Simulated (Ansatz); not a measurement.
Basis-set series for FH₅NPSi, SMILES `N[SiH](F)P`. The species carries charge 0 and has multiplicity 1. All single points use the PBE0-D4/def2-TZVP geometry. It is one conformer, not always the lowest.

| functional | basis | functions | energy (Eh) | HOMO (eV) | LUMO (eV) |
| --- | --- | --- | --- | --- | --- |
| PBE0-D4 | def2-SVP | 89 | -787.81285 | -7.45 | 0.88 |
| PBE0-D4 | def2-QZVPP | 404 | -788.26938 | -7.59 | 0.08 |
| ωB97M-V | def2-SVP | 89 | -788.11999 | -9.52 | 2.74 |
| ωB97M-V | def2-QZVPP | 404 | -788.58031 | -9.69 | 1.45 |

**Question.** Give the rows for def2-TZVPP. (An estimate is asked.)

**Answer.** Computed: 
| functional | basis | functions | energy (Eh) | HOMO (eV) | LUMO (eV) |
| --- | --- | --- | --- | --- | --- |
| PBE0-D4 | def2-TZVPP | 216 | -788.23907 | -7.56 | 0.32 |
| ωB97M-V | def2-TZVPP | 216 | -788.55179 | -9.66 | 1.93 |

Positive LUMOs are unbound and depend on the basis.
